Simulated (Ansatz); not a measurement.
**Strength of the Sn–C bond: C2H8SSn → CH5SSn + CH3**

Species: C2H8SSn `C[S][SnH2][CH3]`, singlet; CH5SSn `C[S][SnH2]`, doublet; CH3 (methyl radical) `[CH3]`, doublet. 

Shapes, held fixed at every level: PBE0-D4/def2-TZVP. Flexible molecules stand in one conformer, not always the lowest. Programs: Ansatz 0.2.0. The zero-point and thermal change to 298 K, harmonic and unscaled (PBE0-D4/def2-TZVP), is -15.6 kJ/mol.

| level | kind | ΔH(298 K) (kJ/mol) | less CCSD(T)/def2-TZVPP |
| --- | --- | --- | --- |
| HF/def2-TZVPP | Hartree–Fock | +173.8 | -107.3 |
| PBE-D4/def2-TZVPP | GGA | +266.8 | -14.3 |
| B3LYP-D4/def2-TZVPP | global hybrid | +256.8 | -24.3 |
| r2SCAN0-D4/def2-TZVPP | global hybrid | +251.3 | -29.8 |
| MP2/def2-TZVPP | perturbation theory | +297.4 | +16.3 |
| CCSD(T)/def2-SVP | coupled cluster or CI | +262.8 | -18.3 |
| CCSD/def2-TZVPP | coupled cluster or CI | +272.2 | -8.9 |
| CCSD(T)/def2-TZVPP | coupled cluster or CI | +281.1 | 0.0 |

The highest level, CCSD(T)/def2-TZVPP, gives ΔH(298 K) = +281.1 kJ/mol; the levels span +173.8 to +297.4. The column of differences is taken from that level and isn't an error. Hartree–Fock misses the correlation of the pair that is broken and comes out low. No measured value is set beside it here. Open shells run unrestricted unless RO is named. For atoms past krypton def2 sets carry core potentials with scalar relativity. Correlated rows may include outer-core shells of Sn, which these sets cover unevenly.
